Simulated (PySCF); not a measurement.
## Rh (rhodium, neutral) across methods

[Kr] 4d7 5s1 5p1, one real determinant (an excited configuration). Computed with PySCF 2.14 in x2c-TZVPPall (8s6p6d2f1g, 79 functions), with the spin-free X2C one-electron Hamiltonian (Gaussian nucleus).

```json
{"method": "LDA", "E (hartree)": "-4778.22", "mean ε 4d β (eV)": "-9.087", "mean ε 5s α (eV)": "-7.159", "mean ε 5p α (eV)": "-2.618", "Σ⟨r²⟩ (bohr²)": "63.13", "⟨S²⟩": "8.750"}
{"method": "PBE", "E (hartree)": "-4783.03", "mean ε 4d β (eV)": "-9.023", "mean ε 5s α (eV)": "-6.928", "mean ε 5p α (eV)": "-2.533", "Σ⟨r²⟩ (bohr²)": "63.31", "⟨S²⟩": "8.751"}
{"method": "PBE0", "E (hartree)": "-4783.11", "mean ε 4d β (eV)": "-10.752", "mean ε 5s α (eV)": "-7.794", "mean ε 5p α (eV)": "-3.215", "Σ⟨r²⟩ (bohr²)": "63.11", "⟨S²⟩": "8.751"}
{"method": "r2SCAN", "E (hartree)": "-4783.44", "mean ε 4d β (eV)": "-9.240", "mean ε 5s α (eV)": "-7.207", "mean ε 5p α (eV)": "-2.704", "Σ⟨r²⟩ (bohr²)": "62.74", "⟨S²⟩": "8.752"}
{"method": "UHF", "E (hartree)": "-4781.08390", "mean ε 4d β (eV)": "-15.159", "mean ε 5s α (eV)": "-9.873", "mean ε 5p α (eV)": "-4.980", "Σ⟨r²⟩ (bohr²)": "64.37", "⟨S²⟩": "8.754"}
{"method": "wB97X", "E (hartree)": "-4783.54", "mean ε 4d β (eV)": "-13.404", "mean ε 5s α (eV)": "-9.616", "mean ε 5p α (eV)": "-4.751", "Σ⟨r²⟩ (bohr²)": "63.39", "⟨S²⟩": "8.751"}
{"method": "HSE06", "E (hartree)": "-4783.06", "mean ε 4d β (eV)": "-10.357", "mean ε 5s α (eV)": "-7.408", "mean ε 5p α (eV)": "-2.848", "Σ⟨r²⟩ (bohr²)": "63.35", "⟨S²⟩": "8.751"}
{"method": "LC-wPBE", "E (hartree)": "-4783.01", "mean ε 4d β (eV)": "-13.544", "mean ε 5s α (eV)": "-10.212", "mean ε 5p α (eV)": "-5.266", "Σ⟨r²⟩ (bohr²)": "62.32", "⟨S²⟩": "8.751"}
```

Task: Estimate the same row for BHandHLYP.

Result: E (hartree) = -4783.42; mean ε 4d β (eV) = -12.504; mean ε 5s α (eV) = -8.441; mean ε 5p α (eV) = -3.663; Σ⟨r²⟩ (bohr²) = 63.52; ⟨S²⟩ = 8.752.

⟨L²⟩ = 13.74 against 20 for a pure G term, so this real determinant mixes terms.
